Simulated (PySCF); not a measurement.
A side-by-side comparison of computed properties.

First species: HgI2 (singlet state).
Geometry (PBE0-D3(BJ)/def2-SVP, Å), atoms numbered from 1 in this order:
```
atom  x, y, z in Å
Hg1    0.0001    0.0000    0.0000
I2    -0.0195   -0.0245    2.6057
I3     0.0195    0.0245   -2.6058
```

Second species: CH₇ClSi₂.
Geometry (PBE0-D3(BJ)/def2-SVP, Å), atoms numbered from 1 in this order:
```
atom  x, y, z in Å
Si1    0.5897   -0.6208    0.2512
Si2   -1.5594    0.0420    0.9299
C3    -2.8693   -0.8826   -0.0860
Cl4   -4.5136   -0.3843    0.4193
H5     1.6309    0.1005    1.0458
H6     0.7922   -0.3135   -1.1992
H7     0.7650   -2.0934    0.4514
H8    -1.7338    1.5102    0.7181
H9    -1.7606   -0.2733    2.3759
H10   -2.7893   -1.9708    0.0524
H11   -2.7675   -0.6691   -1.1602
```

Levels: CAM-B3LYP/def2-SVPD for dipole moment, HOMO energy, LUMO energy, HOMO–LUMO gap and static isotropic polarisability; TDDFT CAM-B3LYP/def2-SVPD for lowest singlet excitation; TDA CAM-B3LYP/def2-SVPD for lowest triplet excitation (Tamm–Dancoff); ΔSCF CAM-B3LYP/def2-SVPD for vertical ionisation energy; PBE0-D3(BJ)/def2-SVP for smallest rotational constant. Geometries: PBE0-D3(BJ)/def2-SVP. Each structure is a single optimised conformer of the isolated species (atoms past krypton carry core potentials, spin–orbit coupling is left out). Electronic properties by PySCF.

Dipoles, sizes and rotational constants follow the conformer. The torsions of the flexible species, by atom-mapped SMILES:
- `[SiH3:1][SiH2:2][CH2:3][Cl:4]`: Si1–Si2–C3–Cl4 180°

Problem. Which of the two has the higher dipole moment, and by how much?

Solution. The second: 1.74 D against 0.00 D, a difference of 1.74 D.

Problem. Which of the two has the higher HOMO energy, and by how much?

Solution. The first: -8.93 eV against -9.27 eV, a difference of 0.34 eV.

Problem. Which has the higher S1 energy?

Solution. The second: 6.47 eV against 3.84 eV, a difference of 2.63 eV.

Problem. Which of the two has the higher static isotropic polarisability, and by how much?

Solution. The first: 112.7 au against 87.0 au, a difference of 25.7 au.

Problem. Which of the two has the higher vertical ionisation energy, and by how much?

Solution. The second: 10.08 eV against 9.82 eV, a difference of 0.26 eV.

Problem. Which of the two has the higher T1 energy, and by how much?

Solution. The second: 5.77 eV against 3.46 eV, a difference of 2.31 eV.

Problem. Which of the two has the higher smallest rotational constant, and by how much?

Solution. The second: 1.042 GHz against 0.293 GHz, a difference of 0.749 GHz.

Problem. Which has the higher LUMO energy?

Solution. The second: 0.50 eV against -1.96 eV, a difference of 2.46 eV.

On the first: No computed singlet falls in the visible range (750 to 380 nm, 1.65 to 3.26 eV); S1 lies 0.58 eV above its blue end. In wavenumbers S1 is 31000 cm⁻¹ (1 eV = 8065.54 cm⁻¹). Atoms past krypton carry effective core potentials; spin–orbit coupling is left out.

On the second: The dipole equals about 5.8 × 10⁻³⁰ C·m (1 D = 3.33564 × 10⁻³⁰ C·m). A dipole of 1.74 D is allowed in Cs, and pure rotational transitions are dipole-allowed.
